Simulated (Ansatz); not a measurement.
Input and output for CH5BrOSn, SMILES `[CH3][SnH]([OH])[Br]`.

```yaml
crystal:
  periodic: [false, false, false]
  atoms:
    - {symbol: C, position_ang: [0.256072, 0.722882, -0.544990]}
    - {symbol: Sn, position_ang: [-0.056524, -0.498642, -0.003237]}
    - {symbol: O, position_ang: [0.207438, -0.357599, 1.331615]}
    - {symbol: Br, position_ang: [-1.772006, -0.786557, -0.114482]}
    - {symbol: H, position_ang: [0.063525, 0.875013, -1.101145]}
    - {symbol: H, position_ang: [-0.130257, 1.357609, -0.157358]}
    - {symbol: H, position_ang: [1.000259, 0.844868, -0.455015]}
    - {symbol: H, position_ang: [0.466732, -1.462110, -0.478288]}
    - {symbol: H, position_ang: [0.003260, -0.929567, 1.695064]}
basis:
  gaussian: {orbitals: x2c-TZVPPall, fitting: {mean_field: cc-pVTZ-jkfit}, final_grid: {core_spheres: 20, valence_spheres: 16, degree: 47}}
hamiltonian: {xc: {name: BLYP}}
```

```sh
$ ansatz run in.yaml --threads 4 --pin off --events-out ev --progress --plain --max-ram 10444MiB
```

Shortened log:

```
Functional definition: BLYP
Error: <dir> the basis set cc-pVTZ-JKFIT has no functions for Sn
```
